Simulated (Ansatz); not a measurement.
`[SiH3][O][Sc]([Cl])[Cl]` and `[SiH3][O][Sc]([Cl])[O][SiH3]` differ in one atom or group.

Ansatz, PBE0-D4/def2-TZVP geometries, multiplicity 1. Each molecule was computed in one conformer, which needn't be the lowest.

Scalar relativity is left out up to krypton.

| property | `[SiH3][O][Sc]([Cl])[Cl]` |
| --- | --- |
| HOMO–LUMO gap (ωB97M-V/def2-TZVPP) / eV | 10.10 |
| HOMO–LUMO gap (B3LYP/def2-TZVPP) / eV | 5.50 |
| HOMO energy (PBE0/def2-TZVPP) / eV | -8.94 |
| size of the dipole moment (PBE/def2-TZVPP) / D | 1.79 |
| HOMO–LUMO gap (PBE/def2-TZVPP) / eV | 3.81 |
| HOMO energy (ωB97M-V/def2-TZVPP) / eV | -11.19 |

Q: Give the same properties after the change, and the shifts. (Estimate.)

A: Ansatz gave: 
```
                                      property  `[SiH3][O][Sc]([Cl])[O][SiH3]`  shift
       HOMO–LUMO gap (ωB97M-V/def2-TZVPP) / eV                           10.10   0.00
         HOMO–LUMO gap (B3LYP/def2-TZVPP) / eV                            5.61   0.11
            HOMO energy (PBE0/def2-TZVPP) / eV                           -8.67   0.27
size of the dipole moment (PBE/def2-TZVPP) / D                            1.64  -0.15
           HOMO–LUMO gap (PBE/def2-TZVPP) / eV                            3.88   0.07
         HOMO energy (ωB97M-V/def2-TZVPP) / eV                          -10.95   0.24
```

With PBE0 the HOMO rises by 0.27 eV and the LUMO rises by 0.35 eV, so the gap widens by about 0.08 eV. PBE moves the HOMO by 0.28 eV and ωB97M-V by 0.24 eV. Dipoles are sizes alone; their direction can turn.

B3LYP here is the variant with VWN-RPA as its local correlation; programs differ in this.
